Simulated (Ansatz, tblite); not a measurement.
Spin states of the cluster SiGe2⁻, each relaxed with PBE0-D4/def2-TZVPD in Ansatz. Electronic energies in the gas phase.

The 6-31G sets use Cartesian d functions. The xTB rows come from tblite. LC-ωPBE has ω = 0.4 bohr⁻¹. B3LYP takes the VWN-RPA correlation. Correlated methods freeze 23 core orbitals; core or outer-core shells of Ge are correlated, in sets that lack core-valence functions. In CCSD on the charge -1 quartet the largest single amplitude is 0.17, so its Hartree–Fock determinant may place the open shell otherwise than the density functionals do. The structure comes from a short search, and lower isomers may exist.

Doublet geometry (C2v within 0.1 Å):

| atom | x (Å) | y (Å) | z (Å) |
| --- | --- | --- | --- |
| Si1 | 0.6143 | -0.4291 | 1.0346 |
| Ge2 | 0.8206 | 0.3819 | -1.1174 |
| Ge3 | -1.4349 | 0.0473 | 0.0828 |

Quartet geometry (C2v within 0.1 Å):

Cartesian coordinates in Å:
```
Si 0.853 -0.831 -0.461
Ge -0.899 0.621 -1.014
Ge 0.045 0.210 1.475
```

⟨S²⟩: doublet 0.76 at PBE0-D4/def2-TZVPD (pure 0.75), quartet 3.82 at PBE0-D4/def2-TZVPD (pure 3.75).

Run but left out: HF/6-31G, HF/def2-TZVPD, HF/def2-TZVPPD, PBE-QIDH/def2-TZVPD, MP2/def2-TZVPD, MP2/def2-TZVPPD (quartet: ⟨S²⟩ 3.99 to 4.20, where a pure state has 3.75).

Only these spin states were relaxed.

```json
{"level": "PBE-D4/def2-TZVPD", "quartet − doublet (kJ/mol)": "134.9", "lowest of these": "doublet", "remarks": "HOMO above zero (doublet), HOMO above zero (quartet)"}
{"level": "revPBE-D4/def2-TZVPD", "quartet − doublet (kJ/mol)": "131.7", "lowest of these": "doublet", "remarks": "HOMO above zero (doublet), HOMO above zero (quartet)"}
{"level": "B3LYP-D4/6-31G", "quartet − doublet (kJ/mol)": "138.8", "lowest of these": "doublet", "remarks": "HOMO above zero (quartet)"}
{"level": "PBE0-D4/def2-TZVPD", "quartet − doublet (kJ/mol)": "135.6", "lowest of these": "doublet", "remarks": "HOMO above zero (quartet)"}
{"level": "RPA@PBE/def2-TZVPD", "quartet − doublet (kJ/mol)": "138.0", "lowest of these": "doublet", "remarks": "–"}
{"level": "CCSD/def2-TZVPPD", "quartet − doublet (kJ/mol)": "135.5", "lowest of these": "doublet", "remarks": "spin-contaminated (⟨S²⟩ 4.20) (quartet)"}
```

Estimate the rows for GFN1-xTB, r2SCAN-D4/def2-TZVPD, CAM-B3LYP-D4/def2-TZVPD, LC-ωPBE/def2-TZVPD, B2PLYP/def2-TZVPD, CCSD(T)/def2-TZVPPD.


```
                  level  quartet − doublet (kJ/mol)  lowest of these                                  remarks
               GFN1-xTB                       128.6          doublet                                        –
   r2SCAN-D4/def2-TZVPD                       131.9          doublet                HOMO above zero (quartet)
CAM-B3LYP-D4/def2-TZVPD                       142.0          doublet                                        –
     LC-ωPBE/def2-TZVPD                       134.6          doublet  spin-contaminated (⟨S²⟩ 3.97) (quartet)
      B2PLYP/def2-TZVPD                       149.5          doublet  spin-contaminated (⟨S²⟩ 3.90) (quartet)
    CCSD(T)/def2-TZVPPD                       141.6          doublet  spin-contaminated (⟨S²⟩ 4.20) (quartet)
```

The xTB methods have no spin-polarisation term.
